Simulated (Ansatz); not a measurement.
`C[O][Al]([F])[Br]` + H₂ → `C[O][AlH][Br]` + H–F at 700 K and 1 bar (hydrogenolysis of the Al–F bond).

Computed with Ansatz on PBE0-D4/def2-TZVP structures; ΔE is electronic, products minus reactants. CCSD(T)/CBS adds triple-zeta CCSD(T) − MP2 to the extrapolated MP2 energy (def2 sets, frozen cores). This one scheme is used for every species. For Br outer-core shells are correlated without core-valence functions, which leaves a few kJ/mol of doubt a bond. Scalar relativity is left out up to krypton. Each species was taken in one conformer, which may not be the lowest.

| species | CCSD(T)/CBS energy (Eh) | H − E (kJ/mol) | S (J/(mol·K)) |
| --- | --- | --- | --- |
| `C[O][Al]([F])[Br]` | -3030.35080 | 189.3 | 465.5 |
| H₂ | -1.17544 | 46.8 | 155.3 |
| `C[O][AlH][Br]` | -2931.07194 | 195.3 | 435.6 |
| H–F | -100.39570 | 45.2 | 198.5 |

H − E and S are ideal-gas, rigid-rotor, harmonic terms from PBE0-D4/def2-TZVP, for one conformer and one mirror image of each species. The MP2-based limit puts H₂ 0.8 mEh under its directly extrapolated value; such offsets cancel only in part. 1 Eh = 2625.50 kJ/mol, R = 8.31446 J/(mol·K).

Q: By hand: ΔE, ΔH, ΔS and ΔG.

A: ΔE = (-2931.07194) + (-100.39570) − (-3030.35080) − (-1.17544) = 0.05860 Eh = 153.9 kJ/mol. Δ(H − E) = 195.3 + 45.2 − 189.3 − 46.8 = 4.4, so ΔH = 158.3 kJ/mol. ΔS = 435.6 + 198.5 − 465.5 − 155.3 = 13.3 J/(mol·K). ΔG = 158.3 − 700 × (13.3)/1000 = 149.0 kJ/mol.

Q: By hand: the equilibrium constant, and the temperature at which ΔG would vanish if ΔH and ΔS stayed fixed.

A: log₁₀ K = −ΔG/(RT ln 10) = -11.1. ΔG = 0 at ΔH/ΔS = 11902 K, far beyond where these terms or the molecules hold.

The number of gas molecules stays the same, so ΔS is small and ΔH decides. A doubt of 5 kJ/mol in ΔE shifts log₁₀ K by 0.4 here. Other conformers and mirror images would add mixing entropy, several J/(mol·K) or more a flexible species. These are equilibria of isolated gas molecules and say nothing of rates. Largest T1 diagnostic: 0.010 (customary marks: 0.02 for closed shells, 0.045 for open ones).
